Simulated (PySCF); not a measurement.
**Radial density of Al+ (aluminium, charge +1)**

UHF, [Ne] 3d2, high-spin 3F determinant (an excited configuration). Computed with PySCF 2.14 in aug-cc-pVQZ-DK, with scalar relativity by spin-free X2C-1e.

```tsv
r (bohr)	4πr²ρ (e/bohr)	4πr²(ρα − ρβ)
0.00198	0.07515	0.0000
0.00333	0.1981	0.0000
0.00560	0.5133	0.0000
0.00941	1.284	0.0000
0.0158	3.020	-0.0001
0.0266	6.378	-0.0001
0.0448	11.21	-0.0003
0.0754	14.54	-0.0005
0.127	12.09	-0.0010
0.213	8.446	-0.0030
0.359	11.67	-0.0063
0.603	10.79	-0.0015
1.01	3.098	0.0351
1.71	0.3799	0.2283
2.87	0.5061	0.5056
4.83	0.3591	0.3591
8.12	0.02843	0.0284
13.7	0.0002404	0.0002
```

Densities and radii are taken from the X2C orbitals without a picture-change correction, which distorts them close to the nucleus.

The outer electron is Rydberg-like, and this basis confines it to a smaller radius and binds it less than a complete one would.

Q: Where is the radial spin density 4πr²(ρα − ρβ) most negative, and why is it negative at all?

A: Around r = 0.359 bohr, down to -0.0063 e/bohr: exchange with the open shell polarises the paired shells in an unrestricted calculation.
